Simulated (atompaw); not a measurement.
# Logarithmic derivatives: silver (Ag), PAW (atompaw)

Ag, PAW, made with atompaw 4.2.0.5 (LDA (PW92), scalar-relativistic). Core [Ar] 3d10 4s2, reference 4p6 4d10 5s1 5p0. Waves: 5s (bound): rc 2.15 bohr; 5s channel at 3.35 Ry: rc 2.15 bohr; 4p (bound): rc 1.30 bohr; 5p (bound, empty): rc 1.55 bohr; 4d (bound): rc 1.35 bohr; 4d channel at -0.2 Ry: rc 2.15 bohr. Local part: ultrasoft scheme with l = 3 at -0.5 Ry, radius 1.90 bohr. Core correction: smooth core density matched at 2.00 bohr. Augmentation charge: besselshape compensation charge, radius 1.85 bohr; PAW radius 2.15 bohr; waves and projectors: custom rrkj vanderbiltortho.

The phase is arctan(r·u′/u) with u = r·R(r), unwrapped; energies in Ry, scanned from -6 to 5 Ry. A pole is an energy at which the radial function vanishes at the test radius. The pseudo phase is shifted by a multiple of π to meet the all-electron one at the reference energy, and phase errors are pseudo minus all-electron; the curves can meet again beyond the range given. Levels narrower than the energy grid can be missing from the lists of poles.

| channel | radius (bohr) | reference energy (Ry) | poles, all-electron | poles, pseudo | unbroken range about the reference energy with phases within 0.05 rad | phase error 1 Ry above the reference energy (rad) |
| --- | --- | --- | --- | --- | --- | --- |
| s | 2.16 | -0.35 | 4.09 | 4.09 | the whole range | -0.000 |
| p | 2.16 | -0.06 | -4.19 | -4.19, 4.75 | below 4.4 | -0.007 |
| d | 2.16 | -0.56 | -0.01 | -0.01, 2.93 | below 1.5 | -0.001 |

Phases in the s channel:

| E (Ry) | all-electron | pseudo |
| --- | --- | --- |
| -6.00 | 1.381 | 1.364 |
| -5.76 | 1.372 | 1.359 |
| -5.52 | 1.364 | 1.353 |
| -5.28 | 1.357 | 1.347 |
| -5.04 | 1.349 | 1.341 |
| -4.80 | 1.341 | 1.334 |
| -4.56 | 1.333 | 1.326 |
| -4.32 | 1.323 | 1.318 |
| -4.08 | 1.314 | 1.308 |
| -3.84 | 1.303 | 1.298 |
| -3.60 | 1.291 | 1.287 |
| -3.36 | 1.278 | 1.274 |
| -3.12 | 1.262 | 1.259 |
| -2.88 | 1.245 | 1.242 |
| -2.64 | 1.226 | 1.223 |
| -2.40 | 1.202 | 1.200 |
| -2.16 | 1.175 | 1.173 |
| -1.92 | 1.142 | 1.140 |
| -1.68 | 1.102 | 1.100 |
| -1.44 | 1.051 | 1.049 |
| -1.20 | 0.985 | 0.984 |
| -0.96 | 0.897 | 0.896 |
| -0.72 | 0.777 | 0.776 |
| -0.48 | 0.607 | 0.607 |
| -0.24 | 0.366 | 0.366 |
| 0.00 | 0.047 | 0.048 |
| 0.24 | -0.309 | -0.309 |
| 0.48 | -0.626 | -0.626 |
| 0.72 | -0.863 | -0.864 |
| 0.96 | -1.031 | -1.032 |
| 1.20 | -1.150 | -1.151 |
| 1.44 | -1.238 | -1.238 |
| 1.68 | -1.303 | -1.304 |
| 1.92 | -1.355 | -1.355 |
| 2.16 | -1.396 | -1.396 |
| 2.40 | -1.430 | -1.430 |
| 2.64 | -1.458 | -1.458 |
| 2.88 | -1.483 | -1.483 |
| 3.12 | -1.504 | -1.504 |
| 3.36 | -1.523 | -1.523 |
| 3.60 | -1.540 | -1.540 |
| 3.84 | -1.556 | -1.556 |
| 4.08 | -1.570 | -1.570 |
| 4.32 | -1.584 | -1.584 |
| 4.56 | -1.596 | -1.597 |
| 4.80 | -1.609 | -1.610 |
